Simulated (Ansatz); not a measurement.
A structure relaxed at PBE-D4/def2-SVP in Ansatz, charge 0, singlet:

```xyz
40

C     0.2562   -9.8579    0.3045
C     0.3043   -8.3652    0.3472
C    -0.4108   -7.5403   -0.4685
C    -0.4224   -6.0900   -0.4726
C     0.1789   -5.2546    0.4407
C     0.1873   -3.8172    0.4267
C    -0.3500   -2.9805   -0.5336
C    -0.3055   -1.5602   -0.4686
C    -0.8376   -0.7222   -1.4334
C    -0.8312    0.7094   -1.4408
C    -0.2994    1.5531   -0.4814
C    -0.3289    2.9736   -0.5637
C     0.1985    3.8274    0.3871
C     0.1714    5.2516    0.3005
C     0.6987    6.0947    1.2521
C     0.7156    7.5446    1.2344
C     0.2383    8.3688    0.2599
C     0.2874    9.8613    0.3045
H     1.2625  -10.2927    0.1102
H    -0.4363  -10.2283   -0.4782
H    -0.0704  -10.2813    1.2811
H     0.9810   -7.9197    1.1001
H    -1.0564   -8.0197   -1.2274
H    -0.9891   -5.6288   -1.2999
H     0.7091   -5.7196    1.2899
H     0.6851   -3.3308    1.2842
H    -0.8451   -3.4212   -1.4178
H     0.1913   -1.1189    0.4142
H    -1.3220   -1.2081   -2.2987
H    -1.3058    1.1902   -2.3144
H     0.1836    1.1175    0.4117
H    -0.8082    3.4186   -1.4554
H     0.6781    3.3841    1.2794
H    -0.3088    5.6828   -0.5967
H     1.1643    5.6214    2.1346
H     1.1740    8.0232    2.1192
H    -0.2216    7.9227   -0.6417
H    -0.7307   10.3039    0.2279
H     0.8600   10.2750   -0.5557
H     0.7547   10.2332    1.2383
```

Q: Give its formula.

A: C₁₈H₂₂, a cluster.

Q: Summarise the bond lengths by kind (pairs closer than 1.2 times the sum of covalent radii, bridged metal pairs left out).

A: 17 × C–C 1.36 to 1.49 Å; 22 × C–H 1.10 to 1.11 Å.

The restricted singlet is unstable towards broken spin symmetry in Hartree–Fock (as tested in another run); at PBE-D4/def2-SVP this wasn't settled. Another isomer (singlet) lies 4.45 eV lower at PBE0-D4/def2-TZVP; other spin states weren't run for this one.
